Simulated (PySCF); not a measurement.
**Electron correlation in C (carbon, neutral)**

[He] 2s2 2p1 3s1, high-spin 3P determinant (an excited configuration). Computed with PySCF 2.14 in aug-cc-pVDZ-DK (4s3p2d, 23 functions), with the spin-free X2C one-electron Hamiltonian (Gaussian nucleus). Frozen: 1s2; 4 electrons correlated.

```json
{"level": "CCSD", "correlation energy (mhartree)": "-77.59"}
{"level": "(T)", "correlation energy (mhartree)": "-1.49"}
{"level": "CCSD(T)", "correlation energy (mhartree)": "-79.08"}
{"level": "CCSDT", "correlation energy (mhartree)": "-79.83"}
{"level": "FCI", "correlation energy (mhartree)": "-79.85"}
```

Diagnostics: T1 = 0.013, D1 = 0.0322, largest double amplitude 0.128, weight of the Hartree-Fock determinant in FCI 0.9027 (33880 determinants).

The outer electron is Rydberg-like, and this basis confines it to a smaller radius and binds it less than a complete one would.

Cost of the coupled-cluster step: of the order of 0.28 core-seconds, for 4 correlated electrons.
